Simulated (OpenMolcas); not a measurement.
Cr4+: ligand-field states by method

Cr4+ with 4 ligands (chloride) in tetrahedral coordination (Td) at 2.17 Å. Ligand basis ANO-RCC-VDZP.

```
Program             : OpenMolcas 26.06
Basis               : ANO-RCC-VDZP [5s4p2d1f]
Scalar Hamiltonian  : DKH2, point nucleus
Active space        : 2 electrons in 5 orbitals (3d)
State averaging     : 2S+1 = 3 even, 10 roots; 2S+1 = 1 even, 15 roots
Spin-orbit coupling : state interaction with AMFI integrals over the reference wave functions
```

I. CASSCF
II. SS-CASPT2, IPEA 0.25 Eh, imaginary shift 0.1 Eh (closed shells correlated: 3s 3p and the ligand valence shells)
III. SS-CASPT2, IPEA 0 Eh, imaginary shift 0.1 Eh (closed shells correlated: 3s 3p and the ligand valence shells)

Spin-free states (labels of Td) in cm-1, each column counted from its own energy of the first state listed:

```
State  Degeneracy      I     II    III
  3A2           1      0      0      0
  3T2           3   8422   9200   7090
  3T1           3  14101  16990  15220
   1E           2  14207   7400   7370
```

From I to II, I's first state of the same spin (3T2) moves from 8422 to 9200 cm-1, by about +780 cm-1.

From I to II, I's first state of another spin (1E) moves from 14207 to 7400 cm-1, by about -6800 cm-1.

χT at 300 K: I 0.96, II 0.96, III 0.95 cm3 K/mol.

Roots that are degenerate in the reference are averaged as groups; the widest CASPT2 spread within a group is 2900 cm-1 (the 3-fold group of multiplicity 1 near 18100 cm-1 above the lowest state of its run, III). Shifts and gaps below about the spread of the groups concerned are not significant. Over all roots computed the reference weight is 0.64 to 0.67 in II, 0.61 to 0.65 in III; a low but even weight reflects the number of correlated electrons. The least metal-like active orbital is 76 % on the metal (Löwdin) and no ligand orbital is active, so the numbers are rough. Ligand-to-metal charge-transfer states are missing. With no ligand orbital active B as a rule stays too high, so bands that hang on it stand too high and its fall with covalency is understated. Without dynamic correlation the repulsion within the d shell is too large (B by tens of per cent), so at a given field states of lower spin stand too high (holds for I). With metal d orbitals alone and no dynamic correlation the field as a rule comes out too small, by tens of per cent, by up to half for chloride and softer ligands (holds for I). With one d shell and no ligand orbital active, 10Dq can be off by a tenth or more (holds for II; III). No measured value stands beside these numbers; the geometry was imposed, not optimised, and the real ion may take another.
